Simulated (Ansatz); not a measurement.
CHFSSe (`FC(S)=[Se]`). The species carries charge 0 and has multiplicity 1.

Z-matrix (Å, degrees):
```
C
F 1 1.328
Se 1 1.755 2 122.6
S 1 1.723 2 113.2 3 180.0
H 4 1.348 1 96.8 2 0.0
```

(1) List the harmonic frequencies (cm⁻¹, unscaled) at PBE0-D4/def2-TZVP in Ansatz. (An estimate is asked.)

(2) Is this a minimum?

(3) Give the ideal-gas thermochemistry at 298.15 K and 1 bar (rigid rotor, harmonic oscillator; point group Cs, symmetry number 1).

(4) And at 400, 500, 600, 800 and 1000 K?

## Answers

(1) Ansatz gave: 233, 316, 374, 509, 549, 909, 1050, 1209, 2670.

(2) Yes, all 9 modes are real.

(3) Zero-point energy 46.8 kJ/mol; H(298) − E = 61.3 kJ/mol; entropy 307.5 J/(mol·K), of which translation 170.8, rotation 113.0, vibration 23.8; G(298) − E = -30.4 kJ/mol.

(4) 
```
T (K)  H − E (kJ/mol)  S (J/mol/K)  G − E (kJ/mol)
  400            68.7        328.8           -62.8
  500            76.7        346.6           -96.6
  600            85.2        362.1          -132.1
  800           103.3        388.1          -207.2
 1000           122.3        409.3          -287.0
```
